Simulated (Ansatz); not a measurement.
`O[SiH](S)[GeH3]` + HCl → `O[SiH](Cl)[GeH3]` + H₂S  (ligand exchange at the Si–S bond)

Gas-phase electronic energies from Ansatz, PBE0-D4/def2-TZVP geometries. CCSD(T)/CBS is the MP2 limit (def2-TZVPP, def2-QZVPP) plus CCSD(T) − MP2 in def2-TZVPP, frozen cores. This one scheme is used for every species. DFT in def2-TZVPP. For Ge outer-core shells are correlated without core-valence functions, which leaves a few kJ/mol of doubt a bond. Scalar relativity is left out up to krypton. One conformer a species, not always the lowest.

Is it downhill or uphill in electronic energy at CCSD(T)/CBS, and by how much? (An estimate is asked.)

The calculation gave: Downhill: ΔE = -43.4 kJ/mol.

What do these levels give: PBE-D4, r2SCAN-D4, ωB97M-V, MP2/def2-TZVPP, HF/def2-QZVPP, MP2/CBS(def2)? (An estimate is asked.)

Computed: PBE-D4 -38.9, r2SCAN-D4 -43.5, ωB97M-V -46.0, MP2/def2-TZVPP -43.1, HF/def2-QZVPP -56.2, MP2/CBS(def2) -43.7 kJ/mol.

Largest T1 diagnostic among the species: 0.012.

The D4 term adds +3.1 kJ/mol with B3LYP and +1.7 kJ/mol with PBE0; it sums over pairs of atoms, weighted by their polarisabilities, and B3LYP, whose exchange is more repulsive, gets the larger term. In def2-TZVPP, CCSD(T) changes the Hartree–Fock value by +12.7 kJ/mol (the triples alone add +1.9 kJ/mol) and MP2 by +12.5 kJ/mol.

B3LYP here is the variant with VWN-RPA as its local correlation; programs differ in this.
